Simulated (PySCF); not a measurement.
These are TPSSh-D3(BJ)/def2-TZVP // PBE0-D3(BJ)/def2-SVP (PySCF 2.14.0) values and carry that method's errors. All species are isolated molecules in the gas phase. One relaxed conformer stands for a flexible species; it need not be the lowest. Delta-SCF ions had no search for a lower state. 

Reference species (SMILES): `N#[C][GeH2][NH2]` (neutral, multiplicity 1).

```yaml
vertical ionisation energy (Delta-SCF): 10.16 eV
HOMO: -7.26 eV
```

Changed species: `N#[C][GeH2][GeH2][GeH2][GeH2][GeH2][NH2]` (n = 5; the reference has n = 1).

**Question.** Give the shifts of the vertical ionisation energy (Delta-SCF) and HOMO.

**Answer.** the vertical ionisation energy (Delta-SCF) drops by 1.54 eV, to 8.62 eV; the HOMO increases by 0.51 eV, to -6.75 eV.
